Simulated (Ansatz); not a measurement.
Reaction (redistribution): `[SH][InH][SH]` + `[CH3][GeH]([OH])[F]` → `[CH3][InH][SH]` + `[OH][GeH]([F])[SH]`

Calculated with Ansatz (gas phase, PBE0-D4/def2-TZVP geometries, no zero-point term in ΔE). CBS: MP2 limit from def2 TZ/QZ plus the TZ coupled-cluster correction, frozen cores. Functionals use def2-TZVPP. B3LYP here is the variant with VWN-RPA as its local correlation; programs differ in this. HSE06 is defined as in plane-wave codes. def2 core potentials past Kr. For Ge, In outer-core shells are correlated without core-valence functions, which leaves a few kJ/mol of doubt a bond. Scalar relativity is left out up to krypton. Each species was taken in one conformer, which may not be the lowest.

```csv
level,ΔE (kJ/mol),difference from CCSD(T)/CBS
LDA (SPW92),56.6,-5.8
PBE-D4,55.2,-7.2
revPBE-D4,54.1,-8.3
BLYP-D4,55.6,-6.8
r2SCAN-D4,59.3,-3.1
B97M-V,61.2,-1.2
PBE0-D4,59.1,-3.3
B3LYP-D4,59.0,-3.4
r2SCANh-D4,60.2,-2.2
r2SCAN0-D4,61.6,-0.8
HSE06-D4,59.0,-3.4
BHLYP-D4,63.6,1.2
CAM-B3LYP-D4,60.7,-1.7
ωB97M-V,58.9,-3.5
B2PLYP,59.8,-2.6
PBE-QIDH,61.0,-1.4
PBE,55.5,-6.9
revPBE,55.1,-7.3
BLYP,56.5,-5.9
r2SCAN,59.4,-3.0
r2SCAN0,61.6,-0.8
HSE06,59.2,-3.2
BHLYP,63.8,1.4
CAM-B3LYP,60.9,-1.5
LC-ωPBE,60.9,-1.5
RPA@PBE/def2-TZVPP,57.0,-5.4
HF/def2-SVP,73.8,11.4
MP2/def2-SVP,63.8,1.4
CCSD/def2-SVP,64.9,2.5
CCSD(T)/def2-SVP,63.5,1.1
HF/def2-TZVPP,68.9,6.5
MP2/def2-TZVPP,58.8,-3.6
SCS-MP2/def2-TZVPP,59.1,-3.3
CCSD/def2-TZVPP,60.4,-2.0
CCSD(T)/def2-TZVPP,58.8,-3.6
HF/def2-QZVPP,68.4,6.0
MP2/def2-QZVPP,60.7,-1.7
SCS-MP2/def2-QZVPP,60.9,-1.5
HF/CBS(def2),68.3,5.9
MP2/CBS(def2),62.3,-0.1
CCSD(T)/CBS,62.4,0
```

Largest T1 diagnostic among the species: 0.014.

Leaving LDA and LC-ωPBE aside and taking each functional with its dispersion term where it has one, the values spread over 9.5 kJ/mol, from revPBE-D4 to BHLYP-D4. From PBE to PBE0 (25 % exact exchange), in def2-TZVPP and without D4, ΔE moves by +3.8 kJ/mol. In def2-TZVPP, CCSD(T) changes the Hartree–Fock value by −10.0 kJ/mol (the triples alone add −1.6 kJ/mol) and MP2 by −10.1 kJ/mol.
